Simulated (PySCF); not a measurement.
How well do the runs reproduce experiment for BrCl?

**What was measured.**

From NIST CCCBDB Release 22 (SRD 101), experimental dipoles, for the gas: dipole moment (microwave Stark effect, vibrational ground state) 0.519 ± 0.004 D.

From Liu, Meijer, Perez-Rios, Phys. Chem. Chem. Phys. 22 (2020) 24191, for the gas: dipole moment 0.519 D.

The runs below try to reproduce these values; the comparison stands at the end.

BrCl.
Numbering: `[Cl:1][Br:2]`

Cartesian coordinates in Å at the PBE0/cc-pVDZ level; atoms count from 1:
```
atom  x, y, z in Å
Cl1    1.083   -0.010   -0.003
Br2   -1.076    0.001   -0.016
```

The PySCF runs (gas phase, on this PBE0/cc-pVDZ geometry; no spin–orbit coupling):

```
                     level                                          job  basis functions  wall time
PBE0/cc-pVDZ, grid level 1  geometry optimisation from a GFN2-xTB start               45      2.4 s
```

Hardware: one thread of an Arm Neoverse V1, on a shared host.

**Comparison with experiment**

**Dipole moment.** Measured: 0.519 D (NIST CCCBDB Release 22 (SRD 101), experimental dipoles) and 0.519 D (Liu, Meijer, Perez-Rios, Phys. Chem. Chem. Phys. 22 (2020) 24191). Differences are taken against the first.

| level | computed (D) | computed − measured (D) | % (from the printed values) |
| --- | --- | --- | --- |
| PBE0/cc-pVDZ | 0.587 | +0.068 | +13 |

The computed dipoles belong to one fixed geometry; measured ones are averaged over vibrations unless marked μe. Magnitudes are compared, not signs.

No measured geometry was used, and the causes of the misses weren't examined.
